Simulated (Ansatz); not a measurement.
AlSiH7O4, singlet: at the end structure of a reaction step.

Input (in.yaml):

```yaml
crystal:
  periodic: [false, false, false]
  atoms:
    - {symbol: Al, position_ang: [-0.680695, -0.527330, 0.415165]}
    - {symbol: O, position_ang: [-0.071529, 0.047868, 2.189540]}
    - {symbol: O, position_ang: [-0.761543, -2.225529, 0.332617]}
    - {symbol: O, position_ang: [-2.173698, 0.286000, 0.669425]}
    - {symbol: H, position_ang: [0.655498, 0.675622, 2.099103]}
    - {symbol: O, position_ang: [0.567469, 0.278014, -0.436152]}
    - {symbol: Si, position_ang: [1.385727, 0.810389, -1.722808]}
    - {symbol: H, position_ang: [-0.847096, 0.531158, 2.512264]}
    - {symbol: H, position_ang: [-0.056900, -2.753911, -0.035000]}
    - {symbol: H, position_ang: [-3.007805, -0.087495, 0.394374]}
    - {symbol: H, position_ang: [2.019521, -0.316810, -2.465033]}
    - {symbol: H, position_ang: [2.468463, 1.736033, -1.283027]}
    - {symbol: H, position_ang: [0.502489, 1.546089, -2.670368]}
basis:
  gaussian: {orbitals: def2-TZVPP}
hamiltonian: {xc: {name: PBE-QIDH}}
```

Command:

```bash
ansatz run in.yaml --threads 8 --pin off --events-out ev --progress --plain --max-ram 19148MiB
```

Output of Ansatz 0.2.0:

```
Functional definition: PBE-QIDH
  name "PBE-QIDH"
  cite "Brémond, Sancho-García, Pérez-Jiménez & Adamo, J. Chem. Phys. 141, 031101 (2014) doi:10.1063/1.4890314"
  cite "Perdew, Burke & Ernzerhof, Phys. Rev. Lett. 77, 3865 (1996) doi:10.1103/PhysRevLett.77.3865"
  parameter a = 3^(-1/3)
  parameter c = 1/3
  exchange = (1 - a)*pbe_x + a*exact_x
  correlation = (1 - c)*pbe_c + c*(mp2_os + mp2_ss)
1843 factors; integrals over basis functions are off by at most 1.0e-3 eV
mean field evaluation 1: about -22745.1322 eV, gradient 7.9e1 eV
mean field evaluation 2: about -22745.3075 eV, gradient 7.9e1 eV
mean field evaluation 4: about -22755.1441 eV, gradient 4.2e0 eV
mean field evaluation 8: about -22755.2157 eV, gradient 5.2e-1 eV
mean field evaluation 16: about -22755.2162 eV, gradient 2.3e-4 eV
mean field -22755.21621832 eV, -836.2387719838 hartree, gradient 5.1e-6 eV, S^2 0.000000; 0 other end points of the search recorded, 0 dependent functions left out
14 core orbitals not correlated: weight in the atoms' cores, before any rotation towards them, 1.000 or more for the frozen orbitals, at most 0.000 for the correlated occupied ones
reference -22755.21623373 eV, -836.2387725501 hartree; 19, 19 occupied and 273, 273 virtual orbitals, 1843 factors
second order -35.89051207 eV of doubles, -0.00000000 eV of singles
Total energy: -22767.17973776 eV, -836.6784232138 hartree
```

The lines “mean field evaluation” count trial sets of orbitals through the whole run, from several starts and some on an approximate energy, so they need not fall steadily or lie above the final value.

Hardware: 8 CPU threads of an Intel Xeon, shared host. Wall time 10 s; peak host memory 0.95 GiB.
